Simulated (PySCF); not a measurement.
Compound: C5H5O2 (doublet state).
Numbering: `[CH2:1][O:2][c:3]1[cH:4][cH:5][cH:6][o:7]1` (hydrogens: H8, H9 on C1; H10 on C4; H11 on C5; H12 on C6)

Geometry (GFN2-xTB, Å), atoms numbered from 1 in this order:
```xyz
12
C5H5O2 angstrom
C      2.5166   -0.0240    0.0603
O      1.4580   -0.8356    0.2530
C      0.2294   -0.3575    0.3503
C     -0.9392   -1.0547    0.5595
C     -1.9604   -0.0791    0.5802
C     -1.3569    1.1233    0.3864
O     -0.0162    0.9692    0.2434
H      2.3912    1.0331   -0.0512
H      3.4519   -0.5322   -0.0310
H     -1.0308   -2.1126    0.6807
H     -3.0071   -0.2534    0.7222
H     -1.7353    2.1229    0.3266
```

The hyperfine couplings belong to this conformer and change with its torsions.

Computed with PySCF 2.14.0, UKS B3LYP, pcH-1 on C H O, non-relativistic, mean-field spin-orbit, GIAO. One conformer (not necessarily the lowest) at the GFN2-xTB geometry, without solvent, vibrations or thermal averaging. Couplings are sensitive to structure, and on GFN2-xTB geometries they can be far from those on DFT ones. No stability test was run, so a lower SCF solution isn't excluded.

Task: Predict the first-order ENDOR lines of H8, H9, H10, H12 and H11 under fast tumbling at B = 3346.1 mT (W band).

Result: For S = 1/2 in fast tumbling each set of equivalent nuclei gives two lines, ν± = |νn ± a/2| to first order, with νn = g_N μN B/h and μN/h = 7.62259 MHz/T.

```
nuclei  isotope     g_N  νn (MHz)  a_iso (MHz)  lower line (MHz)  upper line (MHz)
    H8       1H  5.5857    142.47       -63.28            110.83            174.11
    H9       1H  5.5857    142.47       -62.51            111.21            173.72
   H10       1H  5.5857    142.47        -5.96            139.49            145.45
   H12       1H  5.5857    142.47        -5.45            139.74            145.20
   H11       1H  5.5857    142.47         1.62            141.66            143.28
```

Task: Which pairs are centred on the nuclear Larmor frequency, and which on half the coupling?

Result: Centred on νn, since |a| < 2νn: H8, H9, H10, H12 and H11. No pair has |a| > 2νn.

Task: At what field would the lower line of H9 fall to zero frequency?

Result: Where νn = |a|/2, that is B = 31.26 MHz/(5.5857 × 7.62259 MHz/T) = 734 mT, as far as first order holds there.

H8 and H9 aren't averaged: C1 is flat or nearly so (angle sum 360°), and its turn about the short C1–O2 bond (1.35 Å) is taken as slow.
